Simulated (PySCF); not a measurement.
Br₃Sc, charge +1, multiplicity 2. Atoms are numbered in the order given.

```xyz
4

Sc     0.0000     0.0000    -0.1864
Br     0.0000     2.2769    -1.0696
Br     0.0000    -2.2769    -1.0696
Br     0.0000     0.0000     2.2511
```
Charge +1, spin multiplicity 2.

Geometry: B3LYP-D3(BJ)/def2-SVP. The geometry has at least one imaginary mode, so it is a saddle point at that level. The spin state was assumed, not searched.

The numbers are results of CAM-B3LYP/def2-TZVP (PySCF), not measurements.

Atomic charges (e):

```csv
atom,Mulliken,Löwdin,Mulliken spin
Sc1,1.08,-0.22,-0.18
Br2,-0.06,0.37,0.32
Br3,-0.06,0.37,0.32
Br4,0.04,0.49,0.53
```
